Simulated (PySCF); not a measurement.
Two species compared at the same levels of theory.

First species: C5H15PSi.
SMILES with atom numbers: `[CH3:1][CH2:2][CH2:3][P:4]([CH3:5])[CH2:6][SiH3:7]` (hydrogens: H8, H9, H10 on C1; H11, H12 on C2; H13, H14 on C3; H15, H16, H17 on C5; H18, H19 on C6; H20, H21, H22 on Si7)

Second species: C₇H₁₀FN.
SMILES: `C([C@@H]1C[C@@H](C#N)[C@H]1F)C`

Levels: PBE0/pcSseg-1 for dipole moment, HOMO energy, LUMO energy and HOMO–LUMO gap; GFN2-xTB for rotational constant A and rotational constant C. Geometries: GFN2-xTB. Each structure is a single optimised conformer of the isolated species, non-relativistic unless stated; the electronic structure was computed with PySCF and density fitting.

The conformers computed, where there is a choice (atom-mapped SMILES and torsion angles):
- `[CH3:1][CH2:2][CH2:3][P:4]([CH3:5])[CH2:6][SiH3:7]`: C1–C2–C3–P4 174°, C2–C3–P4–C5 76°, C3–P4–C6–Si7 -176°
- `[CH3:1][CH2:2][C@@H:3]1[CH2:4][C@@H:5]([C:6]#[N:7])[C@H:8]1[F:9]`: C1–C2–C3–C4 176°

Values for the first species:

```
Dipole moment         : 1.45 D
HOMO energy           : -6.53 eV
LUMO energy           : 0.76 eV
HOMO–LUMO gap         : 7.29 eV
Rotational constant A : 4.495 GHz
Rotational constant C : 0.631 GHz
```

Task: Estimate the same properties for the second species, and the change in each.

Result: 
```csv
property,first,second,second less first
dipole moment,1.45 D,5.25 D,+3.80 D
HOMO energy,-6.53 eV,-8.81 eV,-2.28 eV
LUMO energy,0.76 eV,0.47 eV,-0.29 eV
HOMO–LUMO gap,7.29 eV,9.28 eV,+1.99 eV
rotational constant A,4.495 GHz,3.208 GHz,-1.287 GHz
rotational constant C,0.631 GHz,0.886 GHz,+0.255 GHz
```

On the first: The dipole equals about 4.8 × 10⁻³⁰ C·m (1 D = 3.33564 × 10⁻³⁰ C·m). A dipole of 1.45 D is allowed in C1, and pure rotational transitions are dipole-allowed.

On the second: The dipole equals about 17.5 × 10⁻³⁰ C·m (1 D = 3.33564 × 10⁻³⁰ C·m).
